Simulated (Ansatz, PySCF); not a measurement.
This triplet is an excited state, 1.33 eV above the relaxed singlet at the level frozen-core CCSD(T)/cc-pVTZ // B3LYP-D3(BJ)/def2-TZVP (Ansatz, a quantum-chemistry and plane-wave program).

B3LYP has the VWN-RPA correlation part, as in Gaussian. 

```xyz
7

C     -0.7694    -0.0733     0.0235
C      0.6581    -0.4555    -0.0643
O      1.6447     0.3374    -0.5068
H     -0.9002     0.8352     0.6271
H     -1.2053     0.1199    -0.9681
H     -1.3410    -0.8746     0.4912
H      1.9132     0.1109    -1.4118
```

Charge 0, multiplicity 3.

Task: Give the Mulliken and meta-Löwdin atomic charges from B3LYP-D3(BJ)/def2-TZVP in PySCF.

Result: 
```csv
atom,Mulliken (e),meta-Löwdin (e)
C1,-0.26,-0.34
C2,-0.02,0.04
O3,-0.37,-0.42
H4,0.11,0.12
H5,0.10,0.11
H6,0.12,0.14
H7,0.32,0.35
```
